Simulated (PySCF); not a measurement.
NaSn and its ions

LC-ωPBE; PySCF, scalar-relativistic core potentials, basis sets Na def2-SVP, Sn def2-SVP with ECP28. Neutral (UKS): quartet (σ ↑, π ↑↑), Re = 2.877 Å, ωe = 192 cm⁻¹, De = 1.18 eV, HOMO -6.22 eV, LUMO -0.60 eV.

NaSn⁺ (UKS): triplet (σ ↑, π ↑), Re = 3.378 Å, ωe = 110 cm⁻¹, De = 0.53 eV to Na⁺ + Sn. The energies at the minima are -376.46204 hartree for NaSn and -376.24964 for NaSn⁺.

Problem. Work out the adiabatic ionisation energy, without and with harmonic zero-point energies (1 hartree = 27.2114 eV, 1 eV = 8065.5 cm⁻¹), and the change of the bond length.

Solution. At LC-ωPBE: 0.21240 hartree = 5.780 eV between the minima; the zero-point term (110.0 − 192.0)/2 cm⁻¹ = -0.005 eV makes it 5.775 eV. Re changes by +50.1 pm against the neutral. The electron leaves a π orbital, and the ion is left as a loose complex of an ion and an atom.

Spin–orbit coupling is left out, which matters for elements this heavy, above all for dissociation energies. For an ion De counts to the pair picked by the measured ionisation energies or electron affinities, which need not be the lowest pair at this level. States were picked by a PBE0 search and need not be the measured ground states.
